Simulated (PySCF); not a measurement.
CH₆BGe, BClGeH₃, CH₉BGeSi (calculated)

All values are calculated (PySCF 2.14.0). Calculation on a computer-drawn molecule: optimised geometry and harmonic frequencies of an isolated molecule of the commonest isotopes, restricted reference for singlets and unrestricted otherwise, frozen core in MP2; on germanium a core potential holds 10 electrons, which the energies leave out, and 3d is frozen in MP2 and coupled-cluster steps.

Common to all runs: multiplicity 1.

(1) CH₆BGe

Start structure:
```xyz
9
CH6BGe
B     -1.9815    -0.1260     1.5755
Ge    -0.5384     0.0633     0.2417
C      0.9147     1.4012     0.1070
H     -1.7791    -0.7303     2.6189
H     -3.0149     0.4518     1.4089
H     -0.3752    -1.0120    -0.8582
H      0.8033     1.8968    -0.8801
H      1.8846     0.8924     0.1217
H      0.8614     2.0818     0.8764
```

It was run with charge 1, method HF, basis cc-pVDZ and basis and core potential on germanium cc-pVDZ-PP ECP10MDF.

It finds rotational constants 19.36, 4.967, 4.203 GHz; total energy -359.1309 hartree; convergence status largest gradient component 2.992e-05 hartree/bohr.

Drawn bonds:
| atom | other atom | order |
| --- | --- | --- |
| 1 | 2 | 1 |
| 2 | 3 | 1 |
| 1 | 4 | 1 |
| 1 | 5 | 1 |
| 2 | 6 | 1 |
| 3 | 7 | 1 |
| 3 | 8 | 1 |
| 3 | 9 | 1 |

Optimised structure:
```xyz
9
CH6BGe
B     -1.9846    -0.0943     1.6240
Ge    -0.4679     0.0316     0.2024
C      0.9004     1.3846     0.1000
H     -1.7680    -0.7179     2.6130
H     -3.0106     0.4603     1.3920
H     -0.3926    -1.0279    -0.8888
H      0.7998     1.8934    -0.8629
H      1.8741     0.8881     0.1172
H      0.8243     2.1011     0.9148
```

Modes:
| frequency (cm⁻¹) | reduced mass (dalton) |
| --- | --- |
| 60.3 | 1.086 |
| 154.4 | 3.035 |
| 212.8 | 1.065 |
| 411 | 1.043 |
| 530.8 | 4.785 |
| 630.2 | 3.214 |
| 641.1 | 1.174 |
| 670.8 | 1.133 |
| 839.3 | 1.265 |
| 949.8 | 1.337 |
| 960.6 | 1.209 |
| 1209 | 1.116 |
| 1381 | 1.185 |
| 1525 | 1.05 |
| 1534 | 1.053 |
| 2289 | 1.021 |
| 2743 | 1.044 |
| 2872 | 1.133 |
| 3177 | 1.033 |
| 3266 | 1.101 |
| 3323 | 1.105 |

(2) BClGeH₃

Start structure:
```xyz
6
BClGeH3
B      0.4973     2.4233     1.3835
Ge    -0.2947     0.6660     0.5241
Cl     1.6651    -0.7001     0.7648
H     -0.1632     3.3953     1.2307
H      1.2627     2.4976     2.2134
H      0.1899     1.1480    -0.9406
```

It was run with charge -1, method HF, basis aug-cc-pV(D+d)Z and basis and core potential on germanium aug-cc-pVDZ-PP ECP10MDF.

Results for BClGeH₃: rotational constants 10.3, 3.012, 2.388 GHz; total energy -779.3521 hartree; convergence status largest gradient component 2.088e-05 hartree/bohr.

Drawn bonds:
| atom | other atom | order |
| --- | --- | --- |
| 1 | 2 | 1 |
| 2 | 3 | 1 |
| 1 | 4 | 1 |
| 1 | 5 | 1 |
| 2 | 6 | 1 |

Optimised structure:
```xyz
6
BClGeH3
B      0.4518     2.4306     1.4155
Ge    -0.2236     0.6970     0.4929
Cl     1.6943    -0.7437     0.7703
H     -0.1597     3.4621     1.2114
H      1.2836     2.4889     2.2899
H      0.1106     1.0952    -1.0041
```

Modes:
| frequency (cm⁻¹) | reduced mass (dalton) |
| --- | --- |
| 140.6 | 3.441 |
| 241.4 | 6.128 |
| 292.1 | 1.176 |
| 379.3 | 1.137 |
| 522.2 | 2.725 |
| 642.6 | 1.331 |
| 711.9 | 1.059 |
| 959.6 | 1.34 |
| 1235 | 1.162 |
| 1930 | 1.021 |
| 2539 | 1.065 |
| 2621 | 1.11 |

(3) BClGeH₃

Start structure:
```xyz
6
BClGeH3
B      0.4518     2.4306     1.4155
Ge    -0.2236     0.6970     0.4929
Cl     1.6943    -0.7437     0.7703
H     -0.1597     3.4621     1.2114
H      1.2836     2.4889     2.2899
H      0.1106     1.0952    -1.0041
```

Here we set charge -1, method MP2, basis aug-cc-pV(D+d)Z and basis and core potential on germanium aug-cc-pVDZ-PP ECP10MDF.

It finds rotational constants 16.02, 2.909, 2.486 GHz; total energy -779.7007 hartree; convergence status largest gradient component 3.255e-05 hartree/bohr.

Drawn bonds:
| atom | other atom | order |
| --- | --- | --- |
| 1 | 2 | 1 |
| 2 | 3 | 1 |
| 1 | 4 | 1 |
| 1 | 5 | 1 |
| 2 | 6 | 1 |

Optimised structure:
```xyz
6
BClGeH3
B      0.5491     2.5485     1.4524
Ge     0.1827     0.9239     0.4480
Cl     1.6102    -0.8745     0.6511
H     -0.2081     3.4657     1.1866
H      1.1375     2.5303     2.5119
H     -0.1144     0.8362    -1.0740
```

Modes:
| frequency (cm⁻¹) | reduced mass (dalton) |
| --- | --- |
| 111.8 | 3.215 |
| 204 | 1.294 |
| 321.8 | 10.36 |
| 488.2 | 1.07 |
| 559 | 1.299 |
| 671.4 | 2.589 |
| 714.1 | 1.246 |
| 754.2 | 1.129 |
| 1123 | 1.193 |
| 2067 | 1.021 |
| 2508 | 1.054 |
| 2605 | 1.122 |

(4) CH₉BGeSi

Start structure:
```xyz
13
CH9BGeSi
B     -0.4927    -1.0924     2.6115
Ge    -0.1200     0.0034     0.9555
C     -1.8013     0.3374    -0.1991
Si    -2.6231    -1.3375    -0.6457
H     -0.2407    -2.1642     2.5262
H     -0.9785    -0.5771     3.4994
H      0.3762     1.4273     1.1674
H      0.8767    -0.4976    -0.0605
H     -2.4946     0.8821     0.4481
H     -1.6076     0.8696    -1.0182
H     -1.6731    -2.1878    -1.4046
H     -2.9694    -2.0626     0.5639
H     -3.8150    -1.1048    -1.3728
```

Settings of this run: charge 0, method HF, basis cc-pV(D+d)Z and basis and core potential on germanium cc-pVDZ-PP ECP10MDF.

The calculation gives: rotational constants 6.418, 1.661, 1.456 GHz; total energy -650.0713 hartree; convergence status largest gradient component 1.202e-05 hartree/bohr.

Drawn bonds:
| atom | other atom | order |
| --- | --- | --- |
| 1 | 2 | 1 |
| 2 | 3 | 1 |
| 3 | 4 | 1 |
| 1 | 5 | 1 |
| 1 | 6 | 1 |
| 2 | 7 | 1 |
| 2 | 8 | 1 |
| 3 | 9 | 1 |
| 3 | 10 | 1 |
| 4 | 11 | 1 |
| 4 | 12 | 1 |
| 4 | 13 | 1 |

Optimised structure:
```xyz
13
CH9BGeSi
B     -0.4078    -0.9659     2.7196
Ge    -0.1331    -0.0559     0.8601
C     -1.8200     0.2514    -0.1286
Si    -2.6955    -1.2853    -0.7642
H      0.5107    -1.4962     3.2789
H     -1.4700    -0.9437     3.2764
H      0.5386     1.3104     1.1043
H      0.8239    -0.8727    -0.0259
H     -2.4967     0.7980     0.5368
H     -1.6046     0.9110    -0.9753
H     -1.8657    -1.9721    -1.7836
H     -2.9398    -2.2387     0.3486
H     -4.0032    -0.9446    -1.3762
```

Modes:
| frequency (cm⁻¹) | reduced mass (dalton) |
| --- | --- |
| 54.21 | 2.06 |
| 77.68 | 1.102 |
| 109.6 | 1.337 |
| 155 | 2.327 |
| 188.9 | 2.293 |
| 375.6 | 1.172 |
| 510 | 2.521 |
| 515 | 1.074 |
| 567.7 | 4.25 |
| 628.1 | 1.102 |
| 646.8 | 1.158 |
| 748.6 | 2.057 |
| 787.5 | 1.369 |
| 814.5 | 1.537 |
| 875.9 | 1.308 |
| 949.6 | 1.044 |
| 978.8 | 1.302 |
| 1028 | 1.089 |
| 1033 | 1.051 |
| 1035 | 1.036 |
| 1100 | 1.042 |
| 1169 | 1.441 |
| 1260 | 1.14 |
| 1506 | 1.088 |
| 2166 | 1.022 |
| 2189 | 1.017 |
| 2284 | 1.048 |
| 2295 | 1.049 |
| 2307 | 1.023 |
| 2679 | 1.052 |
| 2763 | 1.127 |
| 3176 | 1.059 |
| 3230 | 1.102 |
